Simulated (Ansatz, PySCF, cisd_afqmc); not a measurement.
Species: LiOH, charge 0, singlet. LiOH (SMILES [Li][OH]).
B3LYP-D3(BJ)/def2-TZVP minimum from Ansatz (a program for electronic structure):
```xyz
3

Li     0.0000     0.0000    -1.2587
O      0.0000     0.0000     0.3139
H      0.0000     0.0000     1.2652
```
Charge 0, spin multiplicity 1.

Atomisation energy term by term, kcal/mol (programs: Ansatz, cisd_afqmc). UHF or UKS for unpaired electrons; spin-orbit terms are left out. Cores are frozen in correlated methods. No relativity. AFQMC/CISD: phaseless, guided by CISD from CCSD amplitudes; bars are statistical, one sigma. Outlying blocks are dropped, and bars are widened where a walk drifts. Over all cases where full CI ran beside it in this data, AFQMC minus full CI had a median of +0.1 mEh and passed +0.4 mEh in a tenth of the cases. CBS(X,Y): correlation extrapolated as X^-3, Hartree-Fock from the larger set. A bracket is a step between two methods taken in the basis named. Full CI freezes restricted core orbitals, also for open shells; the composite that ends in it estimates full CI at the basis-set limit. Where a partner has so few electrons that a lower coupled-cluster level is exact, that level stands in.

| term | basis | kcal/mol |
|---|---|---|
| Hartree-Fock | def2-QZVPP | 130.25 |
| CCSD correlation | CBS(def2-TZVPP,def2-QZVPP) | 76.81 |
| (T) | CBS(def2-TZVPP,def2-QZVPP) | 4.97 |
| CCSDT(Q) - CCSD(T) | def2-QZVPP | 0.07 |
| FCI - CCSDT(Q) | def2-SVP | -0.02 |
| minus zero-point energy | Hessian by PySCF at B3LYP-D3(BJ)/def2-TZVP | -8.21 |
| sum: D0 |  | 203.9 |

The step beyond CCSD(T) by other levels: FCI in def2-SVP 0.43; CCSDTQ in def2-SVP 0.38; AFQMC/CISD in def2-SVP 0.47 ± 0.13; CCSDT(Q) in def2-SVP 0.44; CCSDTQ in def2-TZVPP 0.08; AFQMC/CISD in def2-TZVPP 0.04 ± 0.25; CCSDT(Q) in def2-TZVPP 0.13 kcal/mol.
